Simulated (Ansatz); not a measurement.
Born–Oppenheimer molecular dynamics of CH9BSi3 (14 atoms, charge 0, multiplicity 1). It goes on from the last frame of an earlier run, with new velocities.

All numbers below come from UKS PBE-D4/STO-3G in Ansatz 0.2.0.

- ensemble: NVT, Langevin thermostat
- time step: 0.5 fs
- steps asked: 239
- set temperature: 3000 K
- friction: 0.02 /fs
- seed: 840610

Frames 5 fs apart, positions in Å, forces in eV/Å.

Velocities at 30 fs (Å/ps):

```
Si -1.02 -3.84 1.25
C 5.44 30.27 -1.29
B 15.79 -1.59 -4.75
Si 16.89 2.07 -0.93
Si -5.82 8.88 -4.39
H 17.13 -42.65 -60.09
H 46.23 68.96 76.21
H -13.99 -45.03 11.76
H -89.11 -33.65 15.64
H -40.60 -12.92 -50.32
H 66.71 29.05 9.34
H -78.90 43.59 -22.00
H 13.68 47.05 5.70
H -70.45 -30.37 -40.61
```

```xyz
14
Properties=species:S:1:pos:R:3:forces:R:3 time_fs=30 energy_less_start_eV=2.601 T=2451
Si -1.276 0.787 1.295 -0.37 -0.10 1.37
C -0.593 0.567 -0.405 -0.91 -1.39 -1.03
B -0.547 -0.939 -1.010 -1.72 1.18 -1.60
Si 1.159 -1.446 -0.503 -0.43 6.15 3.78
Si 1.244 0.806 -0.758 -0.56 -0.09 -4.27
H -1.643 -0.461 2.057 -0.01 0.84 -0.86
H -2.384 1.755 1.192 0.15 -0.49 0.25
H -0.257 1.383 2.142 0.06 0.18 0.05
H -1.260 1.022 -1.122 -0.35 1.50 -0.20
H -1.181 -1.230 -2.115 1.16 0.52 2.55
H 1.481 -1.200 0.950 -0.60 -0.82 -0.79
H 1.358 -2.631 -0.819 2.86 -7.52 -2.30
H 2.092 1.372 0.267 0.18 0.55 0.01
H 1.258 1.317 -2.315 0.52 -0.51 3.04
14
Properties=species:S:1:pos:R:3:forces:R:3 time_fs=35 energy_less_start_eV=3.437 T=2195
Si -1.283 0.760 1.312 1.08 0.51 0.38
C -0.597 0.669 -0.423 -4.44 -3.01 -0.91
B -0.491 -0.941 -1.089 -1.38 3.04 1.42
Si 1.237 -1.398 -0.498 0.21 -4.14 -0.59
Si 1.200 0.851 -0.789 0.70 1.14 -1.10
H -1.628 -0.565 1.743 -1.07 -0.23 0.32
H -2.089 1.964 1.541 -0.83 -0.73 -0.42
H -0.281 1.124 2.233 1.34 0.01 0.77
H -1.623 0.922 -0.917 2.69 1.40 -0.45
H -1.193 -1.193 -2.074 0.96 0.04 1.19
H 1.646 -1.201 0.932 -0.70 -0.98 -0.53
H 1.269 -2.974 -1.140 1.55 3.06 1.26
H 2.118 1.675 0.142 -1.07 -0.76 -1.13
H 1.100 1.180 -2.197 0.96 0.66 -0.22
14
Properties=species:S:1:pos:R:3:forces:R:3 time_fs=40 energy_less_start_eV=2.923 T=2713
Si -1.267 0.732 1.327 3.78 -0.57 3.64
C -0.669 0.680 -0.432 0.04 -2.05 -0.71
B -0.444 -0.835 -1.152 -0.45 1.99 4.50
Si 1.333 -1.364 -0.498 -1.15 -2.92 -3.73
Si 1.169 0.899 -0.818 -1.12 -1.16 -1.80
H -1.788 -0.586 1.488 -1.24 -0.33 0.62
H -1.927 1.912 1.843 -1.05 0.06 -0.78
H -0.162 0.794 2.491 -1.28 -0.42 -2.27
H -1.580 1.163 -0.812 0.71 0.87 -1.54
H -1.228 -1.216 -1.889 -0.39 -0.45 -1.35
H 1.668 -1.398 0.860 -0.16 -0.47 1.67
H 1.558 -2.890 -1.259 0.66 3.46 1.44
H 1.968 1.809 -0.151 1.15 1.43 1.20
H 1.152 1.166 -2.216 0.50 0.55 -0.89
14
Properties=species:S:1:pos:R:3:forces:R:3 time_fs=45 energy_less_start_eV=2.258 T=2586
Si -1.240 0.710 1.366 -3.66 -2.68 0.10
C -0.727 0.645 -0.453 0.05 2.75 -0.80
B -0.393 -0.716 -1.158 -3.41 -2.63 -0.36
Si 1.404 -1.362 -0.537 -3.03 4.02 3.39
Si 1.149 0.940 -0.840 2.41 1.84 -1.56
H -2.285 -0.526 1.477 1.58 2.43 -0.13
H -1.884 1.906 1.958 0.15 -0.15 -1.01
H -0.366 0.385 2.391 1.95 -0.51 0.98
H -1.463 1.482 -0.906 1.62 -2.44 0.30
H -1.230 -1.242 -2.015 2.20 1.31 1.26
H 1.648 -1.657 0.946 -0.79 0.65 -1.27
H 2.167 -2.328 -1.029 2.43 -2.55 -2.48
H 1.956 2.151 -0.255 -1.13 -1.56 -0.20
H 1.304 1.269 -2.355 -0.38 -0.47 1.77
14
Properties=species:S:1:pos:R:3:forces:R:3 time_fs=50 energy_less_start_eV=3.108 T=2207
Si -1.246 0.691 1.382 -1.66 0.04 1.73
C -0.753 0.666 -0.444 2.04 0.66 0.79
B -0.416 -0.648 -1.117 1.55 -1.30 2.27
Si 1.443 -1.365 -0.577 1.77 0.80 -0.86
Si 1.128 0.968 -0.869 1.90 -0.18 5.25
H -2.546 0.008 1.609 0.72 -0.43 -0.71
H -1.879 2.005 1.884 1.84 -0.85 -0.56
H -0.313 -0.092 2.304 -0.57 1.24 -0.90
H -1.168 1.490 -1.003 -1.84 0.10 -0.62
H -0.895 -1.007 -2.011 -1.68 -0.97 -3.62
H 1.465 -1.757 0.804 0.05 0.12 0.74
H 2.900 -2.164 -1.153 -3.50 1.68 0.64
H 1.736 2.303 -0.405 -0.67 -1.40 0.57
H 1.448 1.226 -2.123 0.06 0.48 -4.73
14
Properties=species:S:1:pos:R:3:forces:R:3 time_fs=55 energy_less_start_eV=3.071 T=2140
Si -1.241 0.677 1.369 0.37 -0.60 -0.06
C -0.767 0.682 -0.404 0.29 0.85 -0.81
B -0.409 -0.595 -1.038 0.64 -2.87 -7.03
Si 1.485 -1.362 -0.621 -1.21 1.93 1.58
Si 1.119 0.985 -0.867 1.76 -1.74 -0.93
H -2.631 0.331 1.554 -0.11 -1.36 -0.12
H -1.549 2.025 1.609 1.02 1.70 1.22
H -0.196 -0.213 2.023 -1.16 1.19 0.06
H -1.188 1.424 -1.110 -1.30 -0.39 0.61
H -0.689 -0.672 -2.386 0.40 -0.01 3.48
H 1.233 -1.865 0.744 1.02 0.20 -0.05
H 2.807 -1.894 -1.161 -1.57 0.21 -0.01
H 1.243 2.314 -0.342 0.69 0.54 0.53
H 1.438 1.073 -2.373 -0.86 0.35 1.54
14
Properties=species:S:1:pos:R:3:forces:R:3 time_fs=60 energy_less_start_eV=3.561 T=1978
Si -1.238 0.656 1.323 -1.60 4.29 0.46
C -0.770 0.676 -0.414 -0.38 -1.37 -0.83
B -0.388 -0.596 -1.096 2.25 -0.66 -5.14
Si 1.494 -1.346 -0.647 -5.44 2.23 4.50
Si 1.123 1.015 -0.867 0.18 -1.46 -0.01
H -2.696 0.234 1.484 1.54 0.18 0.06
H -1.135 2.293 1.573 -0.15 -3.26 0.59
H -0.223 -0.215 1.779 0.49 -0.54 1.57
H -1.431 1.252 -1.026 -0.76 0.93 -0.72
H -0.423 -0.344 -2.360 -0.80 -1.54 1.97
H 1.173 -2.072 0.725 1.51 1.20 -1.69
H 2.575 -1.817 -1.326 1.91 -1.22 -1.68
H 1.036 2.248 -0.041 1.12 -0.12 -0.58
H 1.227 0.972 -2.393 0.13 1.34 1.50
14
Properties=species:S:1:pos:R:3:forces:R:3 time_fs=65 energy_less_start_eV=3.194 T=2311
Si -1.221 0.667 1.294 1.91 -1.42 1.66
C -0.761 0.658 -0.448 -2.51 -1.54 -2.11
B -0.304 -0.612 -1.220 0.93 0.15 2.11
Si 1.474 -1.285 -0.658 1.17 1.62 -4.56
Si 1.133 1.057 -0.849 -0.74 -0.98 4.45
H -2.533 0.013 1.398 -0.06 0.89 0.29
H -0.912 2.090 1.705 -0.76 -1.22 0.53
H -0.291 -0.424 1.851 -0.84 1.63 0.20
H -1.711 1.093 -0.948 2.20 0.19 -0.14
H -0.398 -0.357 -2.281 -0.89 -0.61 -3.31
H 1.368 -2.127 0.414 0.53 -1.10 2.56
H 2.670 -1.827 -1.733 -2.69 1.07 2.21
H 1.067 2.183 0.137 1.04 -0.22 -0.86
H 1.051 1.178 -2.193 0.70 1.53 -3.03
14
Properties=species:S:1:pos:R:3:forces:R:3 time_fs=70 energy_less_start_eV=3.221 T=2839
Si -1.178 0.668 1.251 -0.01 -4.86 -1.10
C -0.808 0.612 -0.536 2.36 -2.57 -0.23
B -0.237 -0.646 -1.308 -1.98 1.84 -3.63
Si 1.484 -1.226 -0.722 1.00 -0.71 0.05
Si 1.135 1.099 -0.815 -1.60 -0.89 -4.84
H -2.376 0.045 1.517 -3.29 0.72 -0.13
H -0.791 1.740 1.885 0.88 4.35 2.39
H -0.723 -0.436 2.022 2.24 -0.54 0.28
H -1.669 1.018 -1.000 -0.80 1.47 -1.51
H -0.435 -0.485 -2.699 0.39 -1.01 3.85
H 1.732 -2.185 0.434 -0.15 1.42 -0.57
H 2.388 -1.689 -1.802 -0.31 0.29 0.42
H 1.265 2.231 -0.067 0.67 1.99 2.17
H 1.104 1.762 -2.333 0.60 -1.51 2.84
14
Properties=species:S:1:pos:R:3:forces:R:3 time_fs=75 energy_less_start_eV=3.324 T=2609
Si -1.157 0.663 1.221 -2.25 0.96 4.48
C -0.822 0.557 -0.643 0.05 1.38 -0.37
B -0.206 -0.620 -1.449 -0.25 1.35 7.72
Si 1.496 -1.157 -0.803 1.10 -0.59 2.81
Si 1.126 1.123 -0.836 0.04 3.10 2.06
H -2.713 0.435 1.636 2.40 0.90 -1.35
H -0.651 1.935 2.261 -0.96 -2.25 -2.84
H -0.731 -0.443 2.079 0.79 -0.23 -0.69
H -1.625 1.241 -1.135 1.48 -1.23 0.40
H -0.482 -0.804 -2.405 -1.96 -1.10 -7.22
H 2.001 -1.987 0.458 -1.13 1.70 -1.53
H 2.393 -1.574 -1.781 1.10 -0.42 -1.43
H 1.497 2.475 0.054 -0.70 -3.01 -0.40
H 1.129 2.038 -1.935 0.30 -0.55 -1.63
14
Properties=species:S:1:pos:R:3:forces:R:3 time_fs=80 energy_less_start_eV=3.072 T=2682
Si -1.177 0.666 1.228 3.30 1.09 0.75
C -0.794 0.528 -0.709 0.90 3.02 2.02
B -0.158 -0.570 -1.504 -3.92 -4.04 -3.25
Si 1.521 -1.093 -0.867 4.69 -0.82 -3.21
Si 1.102 1.159 -0.817 0.68 0.99 -0.65
H -2.484 1.071 1.482 -2.28 -0.82 -0.05
H -0.683 1.866 2.105 0.30 -1.23 -1.87
H -0.477 -0.425 1.983 -1.11 0.19 -0.63
H -1.338 1.343 -1.219 -0.94 -0.60 -0.15
H -0.654 -1.149 -2.709 1.59 2.38 3.07
H 2.121 -1.588 0.342 -0.29 -0.13 0.74
H 2.654 -1.613 -2.089 -2.60 1.20 2.68
H 1.566 2.175 0.126 -0.25 -0.48 0.84
H 1.241 2.054 -1.978 -0.06 -0.75 -0.27
14
Properties=species:S:1:pos:R:3:forces:R:3 time_fs=85 energy_less_start_eV=3.004 T=2627
Si -1.195 0.677 1.241 -0.34 0.18 -3.47
C -0.746 0.594 -0.706 -0.15 1.54 1.51
B -0.210 -0.565 -1.560 -1.79 -2.87 -1.18
Si 1.566 -1.028 -0.932 -0.22 0.64 2.13
Si 1.093 1.168 -0.759 0.10 1.00 -5.73
H -2.529 1.401 1.391 0.35 -2.09 0.30
H -0.508 1.800 1.605 1.68 2.13 0.91
H -0.299 -0.353 1.766 -1.21 -0.58 0.76
H -1.321 1.382 -1.222 -0.70 -0.42 -0.05
H -0.637 -1.036 -2.724 1.08 1.70 2.44
H 2.254 -1.190 0.395 -1.03 -0.43 -0.60
H 2.437 -1.547 -1.860 1.57 -0.69 -1.65
H 1.622 1.782 0.392 0.44 1.00 0.96
H 1.172 1.936 -2.300 0.23 -1.08 3.67
```

Of the whole run (120 fs, mean temperature of the second half 2674 K): The mean temperature of the second half is 11 % below the set value. A run of 0.12 ps of so small a system gives no equilibrium averages. The orbitals were unrestricted but ended closed-shell. Limits of this set-up: minimal basis.

The run took 19 min on 1 thread of Arm Neoverse V1 (shared host), peak memory 0.13 GiB.
